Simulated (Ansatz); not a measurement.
`[BH2][SnH2][NH2]` and `[BH2][SnH2][CH3]` differ in one atom or group.

Ansatz, PBE0-D4/def2-TZVP geometries, multiplicity 1. Each molecule was computed in one conformer, which needn't be the lowest.

Elements past krypton have def2 core potentials.

```csv
property,`[BH2][SnH2][NH2]`
size of the dipole moment (ωB97M-V/def2-TZVPP) / D,1.01
LUMO energy (PBE/def2-TZVPP) / eV,-3.55
LUMO energy (ωB97M-V/def2-TZVPP) / eV,-0.60
HOMO–LUMO gap (PBE/def2-TZVPP) / eV,2.07
HOMO–LUMO gap (B3LYP/def2-TZVPP) / eV,4.01
LUMO energy (B3LYP/def2-TZVPP) / eV,-2.76
```

(1) Give the same properties after the change, and the shifts. (An estimate is asked.)

Answers

(1) Ansatz gave: 
```json
{"property": "size of the dipole moment (ωB97M-V/def2-TZVPP) / D", "`[BH2][SnH2][CH3]`": "0.78", "shift": "-0.23"}
{"property": "LUMO energy (PBE/def2-TZVPP) / eV", "`[BH2][SnH2][CH3]`": "-3.44", "shift": "0.11"}
{"property": "LUMO energy (ωB97M-V/def2-TZVPP) / eV", "`[BH2][SnH2][CH3]`": "-0.51", "shift": "0.09"}
{"property": "HOMO–LUMO gap (PBE/def2-TZVPP) / eV", "`[BH2][SnH2][CH3]`": "3.15", "shift": "1.08"}
{"property": "HOMO–LUMO gap (B3LYP/def2-TZVPP) / eV", "`[BH2][SnH2][CH3]`": "4.87", "shift": "0.86"}
{"property": "LUMO energy (B3LYP/def2-TZVPP) / eV", "`[BH2][SnH2][CH3]`": "-2.65", "shift": "0.11"}
```

With PBE0 the HOMO falls by 0.70 eV and the LUMO rises by 0.11 eV, so the gap widens by about 0.81 eV. PBE moves the HOMO by -0.96 eV and ωB97M-V by -0.51 eV. Dipoles are sizes alone; their direction can turn.

B3LYP here is the variant with VWN-RPA as its local correlation; programs differ in this.
